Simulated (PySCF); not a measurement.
C₆H₉N₃S.
Z-matrix (Å and degrees, PBE0-D3(BJ)/def2-SVP geometry), rows numbered from 1:
```
C 
C   1  1.3328
N   2  1.3973  1  124.32
N   3  1.3239  2  121.13  1   179.26
C   4  1.3229  3  104.98  2  -179.78
C   5  1.4843  4  123.86  3   179.98
C   5  1.4244  4  107.11  3    -0.07
S   7  1.7413  5  126.37  4  -179.91
C   8  1.8027  7   99.77  5  -179.93
N   7  1.3233  5  108.78  4     0.15
H   1  1.0911  2  121.07  3     0.13
H   1  1.0900  2  119.61  3  -179.91
H   2  1.0909  1  124.35  3   179.95
H   6  1.1015  5  111.08  4   119.40
H   6  1.0973  5  109.99  4    -0.98
H   6  1.1015  5  111.02  4  -121.36
H   9  1.0982  8  110.60  7   -60.31
H   9  1.0983  8  110.64  7    61.03
H   9  1.0980  8  106.26  7  -179.63
```

The closed-shell ground state was solved at several levels (PySCF, density fitting, gas phase, non-relativistic).

| level | basis functions | total energy (Eh) | HOMO (eV) | LUMO (eV) | gap (eV) | dipole (D) |
| --- | --- | --- | --- | --- | --- | --- |
| PBE0/pcSseg-1 | 222 | -795.7894 | -6.16 | -0.96 | 5.20 | 0.82 |
| B3LYP/def2-SVPD | 279 | -796.0828 | -5.98 | -1.25 | 4.73 | 0.84 |

Q: What might B97-2/pcSseg-1 (222 basis functions) give for the same quantities?

A: Total energy -796.2756 Eh, HOMO -5.94 eV, LUMO -1.01 eV, gap 4.93 eV, dipole 0.83 D.

Q: Over all these levels, which gives the widest orbital gap and which the narrowest?

A: PBE0/pcSseg-1 (global hybrid, 25 % exact exchange) has the widest, 5.20 eV, and B3LYP/def2-SVPD (global hybrid, 20 % exact exchange) the narrowest, 4.73 eV. Functional and basis both differ between the two, so the spread mixes both effects.

Q: How far do the dipole and the HOMO energy spread over the levels?

A: The dipole runs from 0.82 to 0.84 D (mean 0.83 D) and the HOMO from -6.16 to -5.94 eV.

One conformer stands for the species.
